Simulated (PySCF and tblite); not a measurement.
Results of a calculation; reference values are marked as such.
# Rotation: stationary points, barriers and rates

System: C5HFN2O2, numbered as in [N:1]#[C:2][C:3](=[O:4])/[C:5]([F:6])=[C:7](/[OH:8])[C:9]#[N:10].

Motion: rotation about the C7–O8 bond (torsion C5–C7–O8–H from 0° to 180°, rising). Geometries: GFN2-xTB; energies: revPBE/pcSseg-1 + D3(BJ); zero-point and thermal terms from GFN2-xTB harmonic modes (soft modes blended into free rotors). Rate constants are transition-state-theory values, counting equivalent paths, without tunnelling. Run with tblite and PySCF.

```tsv
point	symmetry	E(GFN2) kcal/mol	E(DFT) kcal/mol	ZPE change kcal/mol	lowest mode cm⁻¹	dipole D
start	Cs	0.0	0.0	0.00	46	4.56
saddle	C1	9.4	7.4	-0.97	563i	4.05
end	Cs	2.1	1.4	-0.11	46	4.55
```

```json
{
 "Electronic barrier": "7.4 kcal/mol",
 "Barrier with zero-point energy": "6.5 kcal/mol",
 "ΔH‡ (298 K)": "6.4 kcal/mol",
 "ΔS‡ (298 K, symmetry apart)": "-0.2 cal/(mol K)",
 "Paths": "2 equivalent paths",
 "End point": "a different minimum",
 "Mean lifetime of the start against this motion at 298 K": "4.3 ns",
 "Cost": "2 min on 1 thread of Intel Xeon @ 2.80GHz, on a host shared with other jobs (rough), peak memory 0.65 GiB, launched as `OMP_NUM_THREADS=1 python ens_run.py task.json out`"
}
```

| T/K | ΔG‡ kcal/mol | k s⁻¹ | ΔG kcal/mol | k back s⁻¹ |
| --- | --- | --- | --- | --- |
| 150 | 6.4 | 2550 | 1.3 | 2.2×10⁵ |
| 200 | 6.4 | 7.7×10⁵ | 1.3 | 2.2×10⁷ |
| 250 | 6.4 | 2.4×10⁷ | 1.3 | 3.5×10⁸ |
| 298 | 6.5 | 2.3×10⁸ | 1.3 | 2.1×10⁹ |
| 350 | 6.5 | 1.3×10⁹ | 1.3 | 8.6×10⁹ |
| 400 | 6.5 | 4.7×10⁹ | 1.3 | 2.4×10¹⁰ |
| 500 | 6.6 | 2.8×10¹⁰ | 1.2 | 9.8×10¹⁰ |

ΔG and ΔG‡ leave out symmetry numbers and mirror images; rates count paths: 2 out, 2 back.
